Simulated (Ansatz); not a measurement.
Ansatz (an electronic-structure program) input (RI-MP2/def2-TZVPPD):
A basis named .json is the Basis Set Exchange file of that set.

Ansatz 0.2 input:
```yaml
crystal:
  periodic: [false, false, false]
  atoms:
    - {symbol: K, position_ang: [-0.00000000, -0.00000000, -2.37561158]}
    - {symbol: Au, position_ang: [0.00000000, 0.00000000, 0.57134962]}
basis:
  gaussian:
    orbitals: def2-TZVPPD.json
    fitting: {mean_field: def2-universal-jkfit, correlation: def2-TZVPPD-RIFIT.json}
total_charge: -1
magnetization: {spin_polarized: true, initial_magnetization: 1}
correlation: {method: mp2, electrons: outside_noble_gas}
```

Output:

```
Functional definition: HF
integrals: 0.03 GiB planned
407 factors; integrals over basis functions are off by at most 2.7e-1 eV
300 factors; integrals over basis functions are off by at most 1.6e1 eV
mean field: 0.20 GiB planned
mean field evaluation 1: about -19972.0338 eV, gradient 1.5e1 eV
mean field evaluation 2: about -19972.5023 eV, gradient 1.2e1 eV
mean field evaluation 4: about -19972.9497 eV, gradient 3.8e-1 eV
mean field evaluation 8: about -19972.0160 eV, gradient 1.9e0 eV
mean field evaluation 16: about -19972.8603 eV, gradient 2.0e0 eV
mean field evaluation 32: about -19971.7347 eV, gradient 5.3e0 eV
mean field -19972.95635636 eV, -733.9926079403 hartree, gradient 1.9e-6 eV, S^2 0.754327; 11 other end points of the search recorded, 0 dependent functions left out
13 core orbitals not correlated
reference -19972.95635636 eV, -733.9926079403 hartree; 7, 6 occupied and 75, 76 virtual orbitals, 300 factors
second order -11.82918108 eV of doubles, -0.00000000 eV of singles
Total energy: -19984.78553744 eV, -734.4273223267 hartree
```

This state (charge -1, doublet) is run at the relaxed geometry of the species with charge 0 and multiplicity 1.
